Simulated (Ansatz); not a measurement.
Basis-set extrapolation for CH5AlCl3N (`C[NH2+][Al-]([Cl])([Cl])[Cl]`) (PBE0-D4/def2-TZVP geometry, frozen core, Ansatz). Multiplicity 1, RHF reference.

|  | def2-TZVPP | def2-QZVPP |
| --- | --- | --- |
| HF | -1716.012544 | -1716.062368 |
| MP2 correlation | -1.040074 | -1.133803 |
| CCSD(T) correlation | -1.154332 | not run |

Energies in hartree. Use E(X) = E(∞) + A·exp(−7.88·√X) for Hartree–Fock and E(X) = E(∞) + B·X^(−2.97) for correlation, with X = 3 and 4, and add CCSD(T) minus MP2 of the smaller set to the MP2 limit.

**Question.** What is the CCSD(T) energy at the basis-set limit?

**Answer.** HF limit: -1716.062368 + (-0.049824) × 0.13774 = -1716.06923. MP2 limit: -1.133803 + (-0.093729) × 0.74074 = -1.20323. Higher-order term: -1.154332 − (-1.040074) = -0.11426. Total: -1717.38672 hartree, 577.2 kJ/mol below CCSD(T)/def2-TZVPP.
